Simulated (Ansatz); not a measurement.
`ClCI` → `Cl[CH]I`• + H• at 500 K and 1 bar (homolysis of the C–H bond).

Isolated molecules relaxed with PBE0-D4/def2-TZVP in Ansatz; ΔE leaves out vibrations. CCSD(T)/CBS adds triple-zeta CCSD(T) − MP2 to the extrapolated MP2 energy (def2 sets, frozen cores). This one scheme is used for every species, atoms too. No spin–orbit coupling; open shells (•) take unrestricted orbitals. def2 core potentials past Kr. Bonds to I are less sure, by a few kJ/mol each and by 10 to 20 or more in all where they break to atoms, as the def2 sets lack core-valence functions.

```json
{"species": "`ClCI`", "CCSD(T)/CBS energy (Eh)": "-796.46468", "H − E (kJ/mol)": "99.4", "S (J/(mol·K))": "327.2"}
{"species": "`Cl[CH]I`•", "CCSD(T)/CBS energy (Eh)": "-795.79841", "H − E (kJ/mol)": "63.6", "S (J/(mol·K))": "333.4"}
{"species": "H•", "CCSD(T)/CBS energy (Eh)": "-0.50000", "H − E (kJ/mol)": "10.4", "S (J/(mol·K))": "125.5"}
```

H − E and S are ideal-gas, rigid-rotor, harmonic terms from PBE0-D4/def2-TZVP, for one conformer and one mirror image of each species, with the whole ground term of open shells counted as degenerate. 1 Eh = 2625.50 kJ/mol, R = 8.31446 J/(mol·K).

Question: By hand: ΔE, ΔH, ΔS and ΔG.

Answer: ΔE = (-795.79841) + (-0.50000) − (-796.46468) = 0.16627 Eh = 436.5 kJ/mol. Δ(H − E) = 63.6 + 10.4 − 99.4 = -25.4, so ΔH = 411.1 kJ/mol. ΔS = 333.4 + 125.5 − 327.2 = 131.7 J/(mol·K). ΔG = 411.1 − 500 × (131.7)/1000 = 345.2 kJ/mol.

Question: By hand: the equilibrium constant, and the temperature at which ΔG would vanish if ΔH and ΔS stayed fixed.

Answer: log₁₀ K = −ΔG/(RT ln 10) = -36.1. ΔG = 0 at ΔH/ΔS = 3121 K, far beyond where these terms or the molecules hold.

The number of gas molecules changes by +1, which sets the sign of ΔS. A doubt of 5 kJ/mol in ΔE shifts log₁₀ K by 0.5 here. Other conformers and mirror images would add mixing entropy, several J/(mol·K) or more a flexible species. These are equilibria of isolated gas molecules and say nothing of rates. Largest T1 diagnostic: 0.015 (customary marks: 0.02 for closed shells, 0.045 for open ones).
